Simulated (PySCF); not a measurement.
## Relaxation of doublet RhN₂

These are results of PySCF, UPBE0, basis Rh def2-TZVP with ECP28, N def2-TZVP (scalar-relativistic core potentials, no spin–orbit coupling, density fitting), not measurements. A (50,194) grid was used.

A hand-made side-on start, of C2v symmetry, held to at least that symmetry:

```xyz
3
charge 0 multiplicity 2, angstrom
Rh    0.0000    0.0000   -0.4080
N     0.6000    0.0000    1.4991
N    -0.6000    0.0000    1.4991
```

What forces act on the atoms at the start (eV/Å)?


```tsv
atom	Fx	Fy	Fz
Rh1	0.00	0.00	-0.65
N2	-4.55	0.00	0.33
N3	4.55	0.00	0.33
```

What does it relax to?

It ends at C2v with N–N 1.136 Å, Rh–N 2.084 Å (×2); N–N–Rh 74.2° (×2), N–Rh–N 31.6°. A frequency run shows a minimum. Other isomers or separated fragments may lie lower.

How much energy is released, and in how many steps?

18.2 kJ/mol in 6 steps.

Open d and f shells are described by one determinant, and the ground state may have another occupation or spin.
